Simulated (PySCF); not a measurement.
Species: H₁₀NPSi₃.
InChI=1S/H10NPSi3/c3-1-5-2-4/h1-2H,5H2,3-4H3

Level of theory: TDDFT PBE0/def2-SVPD, vertical, gas phase, core orbitals frozen in the response in PySCF. The structure is a single PBE0-D3(BJ)/def2-SVP conformer in the gas phase; no vibrational or solvent corrections. Torsions of this conformer, `[SiH3:1][NH:2][SiH2:3][PH:4][SiH3:5]`: Si1–N2–Si3–P4 -130°, N2–Si3–P4–Si5 -176°.

| state | E (eV) | E (hartree) | f | main configurations (H = HOMO, L = LUMO) |
| --- | --- | --- | --- | --- |
| S1 | 5.76 | 0.2116 | 0.0007 | H→L (86%), H-1→L (9%) |
| S2 | 6.05 | 0.2223 | 0.0034 | H→L+1 (86%) |
| S3 | 6.13 | 0.2253 | 0.021 | H-1→L (74%) |
| S4 | 6.35 | 0.2332 | 0.042 | H→L+2 (65%), H→L+3 (12%) |
| S5 | 6.52 | 0.2397 | 0.147 | H→L+3 (66%) |
| S6 | 6.57 | 0.2415 | 0.050 | H-1→L+1 (69%), H→L+2 (12%) |
| S7 | 6.66 | 0.2448 | 0.029 | H-1→L+2 (64%), H-1→L+3 (11%), H-1→L+1 (10%) |
| S8 | 6.89 | 0.2531 | 0.0044 | H→L+4 (64%), H-1→L+3 (12%) |
| S9 | 6.96 | 0.2559 | 0.075 | H-1→L+3 (51%), H→L+4 (13%), H-1→L+2 (8%) |
| S10 | 7.16 | 0.2632 | 0.052 | H→L+5 (72%) |

Triplets, Tamm–Dancoff:

```csv
state,E (eV),λ (nm),"main configurations (H = HOMO, L = LUMO)"
T1,5.29,234.3,"H→L (59%), H→L+1 (11%)"
T2,5.43,228.3,"H→L+1 (40%), H-1→L+1 (18%), H→L (13%)"
T3,5.58,222.1,"H-1→L (39%), H→L+2 (36%), H→L (15%)"
T4,5.88,210.9,"H-1→L (48%), H→L+2 (33%)"
```

The lowest singlet comes at 215 nm (556 kJ/mol) in the ultraviolet; it is very weak; its leading configuration is HOMO→LUMO (86%). The most intense listed level is S5 at 6.52 eV (190 nm, f = 0.147), 0.77 eV above S1. Löwdin shares by element: HOMO phosphorus 42%, nitrogen 19%, silicon 18% or more (atoms not listed hold the other 21%); LUMO silicon 45%, phosphorus 12% (atoms not listed hold the other 43%). Weighted by f, the mean energy of these states is 6.66 eV. The listed states span 1.41 eV, and the widest gap between neighbours is 0.29 eV (S1 to S2). The oscillator strengths of these states sum to 0.426; summed over the whole spectrum of an exact calculation they would give the number of electrons, 74 (Thomas–Reiche–Kuhn). The vertical ionisation energy (ΔSCF) is 8.88 eV, 1.72 eV above S10. Singlets were solved by full linear response, triplets in the Tamm–Dancoff approximation.
